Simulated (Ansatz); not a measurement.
# Ligand exchange: HCl + C3H8OSn → H2O + C3H7ClSn

Species: HCl (hydrogen chloride), singlet; C3H8OSn `C[CH](C)[Sn][OH]`, singlet; H2O `O`, singlet; C3H7ClSn `C[CH](C)[Sn][Cl]`, singlet. The partners trade Cl for OH: H–Cl and Sn–OH bonds give way to H–OH and Sn–Cl.

Shapes, held fixed at every level: PBE0-D4/def2-TZVP. Flexible molecules stand in one conformer, not always the lowest. Programs: Ansatz 0.2.0. The zero-point and thermal change to 298 K, harmonic and unscaled (PBE0-D4/def2-TZVP), is +8.1 kJ/mol.

```
               level                    kind  ΔH(298 K) (kJ/mol)  less CCSD(T)/def2-TZVPP
         HF/def2-SVP            Hartree–Fock               -89.7                    -25.7
r2SCAN-D4/def2-TZVPP                meta-GGA               -66.7                     -2.7
  PBE0-D4/def2-TZVPP           global hybrid               -74.4                    -10.4
  wB97X-V/def2-TZVPP  range-separated hybrid               -66.4                     -2.4
        MP2/def2-SVP     perturbation theory               -64.0                      0.0
    CCSD(T)/def2-SVP   coupled cluster or CI               -63.7                     +0.3
  CCSD(T)/def2-TZVPP   coupled cluster or CI               -64.0                      0.0
```

The highest level, CCSD(T)/def2-TZVPP, gives ΔH(298 K) = -64.0 kJ/mol; the levels span -89.7 to -63.7. The column of differences is taken from that level and isn't an error. No measured value is set beside it here. For atoms past krypton def2 sets carry core potentials with scalar relativity. Outer-core shells of Sn are correlated in most correlated rows, in sets that cover them unevenly.
